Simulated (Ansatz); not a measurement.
`[AlH2]/[N]=C\[SeH]` + H₂Se → `[SeH][SeH]` + `C=[N][AlH2]` at 700 K and 1 bar (ligand exchange at the Se–C bond).

Program: Ansatz. Geometries: PBE0-D4/def2-TZVP. ΔE: electronic, gas phase. CBS: MP2 limit from def2 TZ/QZ plus the TZ coupled-cluster correction, frozen cores. For Se outer-core shells are correlated without core-valence functions, which leaves a few kJ/mol of doubt a bond. Scalar relativity is left out up to krypton. Each species was taken in one conformer, which may not be the lowest.

| species | CCSD(T)/CBS energy (Eh) | H − E (kJ/mol) | S (J/(mol·K)) |
| --- | --- | --- | --- |
| `[AlH2]/[N]=C\[SeH]` | -2737.86550 | 178.3 | 441.6 |
| H₂Se | -2401.89790 | 61.1 | 251.1 |
| `[SeH][SeH]` | -4802.61264 | 78.5 | 328.9 |
| `C=[N][AlH2]` | -337.15304 | 166.3 | 356.2 |

H − E and S are ideal-gas, rigid-rotor, harmonic terms from PBE0-D4/def2-TZVP, for one conformer and one mirror image of each species. 1 Eh = 2625.50 kJ/mol, R = 8.31446 J/(mol·K).

Task: By hand: ΔE, ΔH, ΔS and ΔG.

Result: ΔE = (-4802.61264) + (-337.15304) − (-2737.86550) − (-2401.89790) = -0.00228 Eh = -6.0 kJ/mol. Δ(H − E) = 78.5 + 166.3 − 178.3 − 61.1 = 5.4, so ΔH = -0.6 kJ/mol. ΔS = 328.9 + 356.2 − 441.6 − 251.1 = -7.6 J/(mol·K). ΔG = -0.6 − 700 × (-7.6)/1000 = 4.7 kJ/mol.

Task: By hand: the equilibrium constant, and the temperature at which ΔG would vanish if ΔH and ΔS stayed fixed.

Result: log₁₀ K = −ΔG/(RT ln 10) = -0.4. ΔG = 0 at ΔH/ΔS = 79 K, though so small a ΔH makes that figure unsure.

TΔS isn't small against ΔH here. The sign of ΔG lies within the doubt. A doubt of 5 kJ/mol in ΔE shifts log₁₀ K by 0.4 here. Other conformers and mirror images would add mixing entropy, several J/(mol·K) or more a flexible species. These are equilibria of isolated gas molecules and say nothing of rates. Largest T1 diagnostic: 0.015 (customary marks: 0.02 for closed shells, 0.045 for open ones).
